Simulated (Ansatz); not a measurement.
Ansatz results at the PBE0-D4/def2-TZVP geometry: LUMO energy (ωB97M-V/def2-TZVPP) -0.13 eV; HOMO energy (PBE/def2-TZVPP) -5.74 eV; size of the dipole moment (B3LYP/def2-TZVPP) 3.01 D.

Each molecule was computed in one conformer, which needn't be the lowest.

Question: Which molecule gave them?
A. `B/C=N/CN`
B. `NCC1BN1`
C. `F[CH2][AlH][Br]`
D. `C=C=N[SiH2]Cl`

Answer: A. The others give `C=C=N[SiH2]Cl`: 1.39, -5.64, 0.44; `NCC1BN1`: 1.82, -5.22, 1.71; `F[CH2][AlH][Br]`: 0.10, -6.62, 2.37.

B3LYP here is the variant with VWN-RPA as its local correlation; programs differ in this.
